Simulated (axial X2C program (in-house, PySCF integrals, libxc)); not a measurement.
# Testing model relations on AuCl

A bond curve at the CCSD(T) level, 2c, was computed with an axial X2C code built on PySCF integrals (basis Au dyall-cv3z [13s14p9d6f4g], Cl dyall-av3z [9s8p3d2f] (cores contracted in-house)) for the state Ω = 0 (closed shell). Its fit gives Re = 2.2250 Å, ωe = 371.8 cm⁻¹, ωexe = 1.28 cm⁻¹ and αe = 5.298e-04 cm⁻¹; the masses are 196.9666 and 34.9689 u. Two-component means X2C with spin–orbit coupling and atomic mean-field Coulomb and Gaunt terms.

Correlated methods: 18 electrons correlated (number of frozen shells: Au 5 s, 4 p, 2 d, 1 f; Cl 2 s, 1 p), 286 virtual spin orbitals or spinors in MP2, 140 natural virtuals in coupled cluster.

Q: Find the reduced mass, Be and the force constant.

A: From the CCSD(T) values: μ = 29.6966 u. Be = 16.8576/(μ Re²) = 0.1147 cm⁻¹. k = 5.8918×10⁻⁷ μ ωe² = 2.42 mdyn/Å.

Q: Estimate the centrifugal constant by the Kratzer relation.

A: D = 4Be³/ωe² = 4.36e-08 cm⁻¹.

Q: A Morse curve ties αe to the other constants (Pekeris). How well does that hold?

A: αe(Morse) = 6Be²/ωe × (√(ωexe/Be) − 1) = 4.967e-04 cm⁻¹; the CCSD(T) curve gives 5.298e-04 cm⁻¹, a ratio of 0.94.

Q: Where do the fundamental and the first overtone lie?

A: ν(1←0) = ωe − 2ωexe = 369.2 cm⁻¹; ν(2←0) = 2ωe − 6ωexe = 735.9 cm⁻¹.

Q: Give B0, the J = 1←0 line in GHz and the most populated J at 300 K (kT = 208.5 cm⁻¹).

A: B0 = Be − αe/2 = 0.1144 cm⁻¹; 2B0 = 6.859 GHz; J(max) ≈ √(kT/2B0) − 1/2 = 29.7, so J = 30.

The state is a single determinant with fixed occupations, the lowest that a limited PBE0 search found. Coupled cluster ran in a truncated set of natural virtual spinors; the MP2 energy of the rest was added. (T) has no such correction and the atoms are truncated less, which lowers De at CCSD(T) by a hundredth of an eV or more.
